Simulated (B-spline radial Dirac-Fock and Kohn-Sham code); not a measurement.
# Binding energies of Pr⁺ at several levels of theory

System: Pr⁺, configuration [Xe] 4f3 6s1.

The density-functional columns are spherical, spin-unpolarised Dirac-Kohn-Sham results without Breit or QED terms: −ε is minus the orbital energy of the initial state and ΔSCF the difference of two total energies. The reference in the last column comes from Dirac-Fock (average of configuration) total-energy differences with a finite nucleus, the Breit interaction including its frequency dependence, and self-energy and vacuum-polarisation corrections. All numbers are from a radial atomic solver, in eV; a selection of levels is shown. For the 1s level of heavy atoms much of the gap between ΔSCF and the reference is the Breit and QED part, -165.0 eV here; for other levels the error of the functional can be larger.

```
level   LDA −ε  LDA ΔSCF   PBE −ε  PBE ΔSCF  Dirac-Fock
   1s  41738.1   42150.2  41780.3   42193.7     41997.3
   2s   6717.9    6791.9   6723.5    6797.2      6849.5
2p1/2   6352.7    6446.0   6355.0    6448.1      6449.9
2p3/2   5871.1    5956.4   5872.7    5957.9      5973.5
   3s   1453.4    1476.3   1455.0    1477.9      1518.0
3p1/2   1297.6    1321.7   1298.3    1322.3      1348.6
3p3/2   1202.2    1225.1   1202.7    1225.4      1252.4
3d3/2    929.2     955.7    929.1     955.5       960.0
3d5/2    908.7     934.6    908.5     934.4       939.9
   4s    293.1     303.1    293.8     303.7       322.2
4p1/2    234.8     244.6    235.2     244.9       257.1
4p3/2    214.2     223.6    214.6     224.0       236.5
4d3/2    118.3     127.3    118.3     127.3       128.0
4d5/2    114.6     123.6    114.7     123.6       124.5
   4f     7.29     14.36     7.02     14.06       10.67
5p1/2    29.43     34.89    29.25     34.68       33.42
5p3/2    26.59     31.87    26.47     31.72       30.59
   6s     8.32     10.82     8.08     10.62        9.84
```

Question: Order the estimates of the K (1s) level by their distance from the Dirac-Fock value, nearest first.
A. LDA ΔSCF
B. PBE −ε
C. PBE ΔSCF
D. LDA −ε

Answer: A (152.9 eV), C (196.3 eV), B (217.0 eV), D (259.2 eV).

For the outermost level NIST gives 10.631 ± 0.02 eV (semi-empirical); the differences from it are LDA −ε -2.31, LDA ΔSCF +0.19, PBE −ε -2.55, PBE ΔSCF -0.01, Dirac-Fock -0.79 eV.

Values without a named source are computed, but for edge energies of neutral atoms, which are taken from tables.
